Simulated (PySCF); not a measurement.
H2P (SMILES [PH2]), doublet, geometry from GFN2-xTB; CCSD/6-311G** (PySCF).

PySCF was given this input:
```python
from pyscf import gto, scf, cc

mol = gto.M(
    atom='''
P     0.00300800   -0.00080054    0.11434732
H    -0.02238001    1.00221204   -0.85063528
H    -0.02274002   -0.99020401   -0.86457453
''',
    basis='6-311g**',
    spin=1,
    verbose=4,
)

mf = scf.UHF(mol)
mf.kernel()

mycc = cc.CCSD(mf)
mycc.kernel()
print('E(CCSD) = %.10f' % mycc.e_tot)
```

What the program printed (banner, timings and long lists left out):

```
PySCF version 2.14.0

[INPUT] verbose = 4
[INPUT] num. atoms = 3
[INPUT] num. electrons = 17
[INPUT] charge = 0
[INPUT] spin (= nelec alpha-beta = 2S) = 1
[INPUT] symmetry False subgroup None
[INPUT] Mole.unit = angstrom
[INPUT] Symbol           X                Y                Z      unit          X                Y                Z       unit  Magmom
[INPUT]  1 P      0.003008000000  -0.000800540000   0.114347320000 AA    0.005684296183  -0.001512801352   0.216085117878 Bohr   0.0
[INPUT]  2 H     -0.022380010000   1.002212040000  -0.850635280000 AA   -0.042292089565   1.893906274342  -1.607467711093 Bohr   0.0
[INPUT]  3 H     -0.022740020000  -0.990204010000  -0.864574530000 AA   -0.042972409867  -1.871214386346  -1.633809075975 Bohr   0.0

nuclear repulsion = 11.6696637560953
number of shells = 20
number of NR pGTOs = 61
number of NR cGTOs = 38
basis = 6-311g**
ecp = {}

******** <class 'pyscf.scf.uhf.UHF'> ********
method = UHF
initial guess = minao
damping factor = 0
level_shift factor = 0
DIIS = <class 'pyscf.scf.diis.CDIIS'>
diis_start_cycle = 1
diis_space = 8
diis_damp = 0
SCF conv_tol = 1e-09
SCF conv_tol_grad = None
SCF max_cycles = 50
direct_scf = True
direct_scf_tol = 1e-13
number electrons alpha = 9  beta = 8
Set gradient conv threshold to 3.16228e-05
init E= -341.587918474854

cycle= 1 E= -341.857938872783  delta_E= -0.27  |g|= 0.134  |ddm|= 0.888
cycle= 2 E= -341.872955852158  delta_E= -0.015  |g|= 0.0422  |ddm|= 0.169
cycle= 3 E= -341.874471127682  delta_E= -0.00152  |g|= 0.0159  |ddm|= 0.0637
cycle= 4 E= -341.874822600139  delta_E= -0.000351  |g|= 0.00456  |ddm|= 0.0382
cycle= 5 E= -341.874857105629  delta_E= -3.45e-05  |g|= 0.00172  |ddm|= 0.0119
cycle= 6 E= -341.874862945876  delta_E= -5.84e-06  |g|= 0.000565  |ddm|= 0.00503
cycle= 7 E= -341.874863725451  delta_E= -7.8e-07  |g|= 0.000232  |ddm|= 0.0015
cycle= 8 E= -341.874863900599  delta_E= -1.75e-07  |g|= 6.89e-05  |ddm|= 0.00101
cycle= 9 E= -341.874863914905  delta_E= -1.43e-08  |g|= 1.05e-05  |ddm|= 0.000385
cycle= 10 E= -341.87486391513  delta_E= -2.25e-10  |g|= 2.33e-06  |ddm|= 4.67e-05
Extra cycle  E= -341.874863915138  delta_E= -7.96e-12  |g|= 1.16e-06  |ddm|= 5.07e-06
converged SCF energy = -341.874863915138  <S^2> = 0.76170785  2S+1 = 2.0116738

******** <class 'pyscf.cc.uccsd.UCCSD'> ********
CC2 = 0
CCSD nocc = (np.int64(9), np.int64(8)), nmo = (38, 38)
max_cycle = 50
direct = 0
conv_tol = 1e-07
conv_tol_normt = 1e-06
diis_space = 6
diis_start_cycle = 0
diis_start_energy_diff = 1e+09
Init t2, MP2 energy = -0.231953170355319
Init E_corr(UCCSD) = -0.23195317035671
cycle = 1  E_corr(UCCSD) = -0.248266210251636  dE = -0.0163130399  norm(t1,t2) = 0.0486204
cycle = 2  E_corr(UCCSD) = -0.252979690180879  dE = -0.00471347993  norm(t1,t2) = 0.0176247
cycle = 3  E_corr(UCCSD) = -0.255213752160194  dE = -0.00223406198  norm(t1,t2) = 0.00803117
cycle = 4  E_corr(UCCSD) = -0.255150575529871  dE = 6.31766303e-05  norm(t1,t2) = 0.00168135
cycle = 5  E_corr(UCCSD) = -0.255130195830937  dE = 2.03796989e-05  norm(t1,t2) = 0.000448682
cycle = 6  E_corr(UCCSD) = -0.255141190789822  dE = -1.09949589e-05  norm(t1,t2) = 0.00013713
cycle = 7  E_corr(UCCSD) = -0.255140349811246  dE = 8.40978577e-07  norm(t1,t2) = 4.07782e-05
cycle = 8  E_corr(UCCSD) = -0.255140310867962  dE = 3.89432833e-08  norm(t1,t2) = 1.16491e-05
cycle = 9  E_corr(UCCSD) = -0.255140502840518  dE = -1.91972556e-07  norm(t1,t2) = 4.74287e-06
cycle = 10  E_corr(UCCSD) = -0.255140462921251  dE = 3.99192667e-08  norm(t1,t2) = 1.42397e-06
cycle = 11  E_corr(UCCSD) = -0.2551404778975  dE = -1.49762486e-08  norm(t1,t2) = 5.05036e-07
UCCSD converged
E(UCCSD) = -342.1300043930358  E_corr = -0.2551404778975001
E(CCSD) = -342.1300043930
```
